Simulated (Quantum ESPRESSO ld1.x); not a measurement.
Input (ld1.x (Quantum ESPRESSO 7.5)):

```
 &input
    zed=57.0,
    iswitch=1,
    rel=2,
    dft='SLA-VWN',
    config='[Xe] 5d2',
    rel_dist='energy',
    lsmall=.true.,
    prefix='ld1',
    max_out_wfc=37,
    file_charge='ld1.rho',
 /
```

Output (excerpt):

```
     Program LD1 v.7.5 starts

     --------------------------- All-electron run ----------------------------

     dirac relativistic calculation

     atomic number is 57.00
     dft =SLA-VWN   lsd =0 sic =0 latt =0  beta=0.20 tr2=1.0E-14
     Exchange-correlation= SLA-VWN
                           (   1   2   0   0   0   0   0)
     mesh =2083 r(mesh) = 100.78089 a.u. xmin = -8.00 dx = 0.00800
     1 Ry =  13.60569312 eV, c = 137.03599908

     n l j   nl                  e(Ry)          e(Ha)          e(eV)
     Spin orbit split results
     1 0 0.5 1S 1( 2.00)     -2843.1628     -1421.5814    -38683.2006
     2 0 0.5 2S 1( 2.00)      -452.7282      -226.3641     -6159.6806
     2 1 0.5 2P 1( 2.00)      -427.1724      -213.5862     -5811.9766
     2 1 1.5 2P 1( 4.00)      -396.8465      -198.4232     -5399.3716
     3 0 0.5 3S 1( 2.00)       -97.0155       -48.5077     -1319.9631
     3 1 0.5 3P 1( 2.00)       -86.2205       -43.1103     -1173.0902
     3 1 1.5 3P 1( 4.00)       -80.3134       -40.1567     -1092.7198
     4 0 0.5 4S 1( 2.00)       -19.7848        -9.8924      -269.1864
     4 1 0.5 4P 1( 2.00)       -15.8132        -7.9066      -215.1497
     4 1 1.5 4P 1( 4.00)       -14.5470        -7.2735      -197.9219
     3 2 1.5 3D 1( 4.00)       -61.3355       -30.6677      -834.5116
     3 2 2.5 3D 1( 6.00)       -60.0703       -30.0352      -817.2982
     5 0 0.5 5S 1( 2.00)        -3.1483        -1.5741       -42.8347
     5 1 0.5 5P 1( 2.00)        -2.0691        -1.0345       -28.1513
     5 1 1.5 5P 1( 4.00)        -1.8834        -0.9417       -25.6256
     4 2 1.5 4D 1( 4.00)        -8.0256        -4.0128      -109.1937
     4 2 2.5 4D 1( 6.00)        -7.8060        -3.9030      -106.2055
     5 2 1.5 5D 1( 2.00)        -0.5450        -0.2725        -7.4150
     5 2 2.5 5D 1( 0.00)        -0.5309        -0.2654        -7.2226
     Averaged results
     1 0     1S 1( 2.00)     -2843.1628     -1421.5814    -38683.2006
     2 0     2S 1( 2.00)      -452.7282      -226.3641     -6159.6806
     2 1     2P 1( 6.00)      -406.9551      -203.4776     -5536.9066
     3 0     3S 1( 2.00)       -97.0155       -48.5077     -1319.9631
     3 1     3P 1( 6.00)       -82.2825       -41.1412     -1119.5099
     4 0     4S 1( 2.00)       -19.7848        -9.8924      -269.1864
     4 1     4P 1( 6.00)       -14.9691        -7.4845      -203.6645
     3 2     3D 1(10.00)       -60.5764       -30.2882      -824.1835
     5 0     5S 1( 2.00)        -3.1483        -1.5741       -42.8347
     5 1     5P 1( 6.00)        -1.9453        -0.9727       -26.4675
     4 2     4D 1(10.00)        -7.8938        -3.9469      -107.4008
     5 2     5D 1( 2.00)        -0.5365        -0.2683        -7.2996

     final scf error:  2.4E-16 reached in  22 iterations

     Etot =  -16981.774139 Ry,   -8490.887070 Ha, -231048.807626 eV

     Ekin =   18169.909266 Ry,    9084.954633 Ha,  247214.209544 eV
     Encl =  -41313.250516 Ry,  -20656.625258 Ha, -562095.408434 eV
     Eh   =    6556.316583 Ry,    3278.158292 Ha,   89203.231451 eV
     Exc  =    -394.749473 Ry,    -197.374736 Ha,   -5370.840187 eV
```

Run on one thread of a shared host, so times are rough (Intel(R) Xeon(R) Processor @ 2.60GHz): 0.74 s of CPU time, 0.77 s wall, 22 iterations on 2083 mesh points.
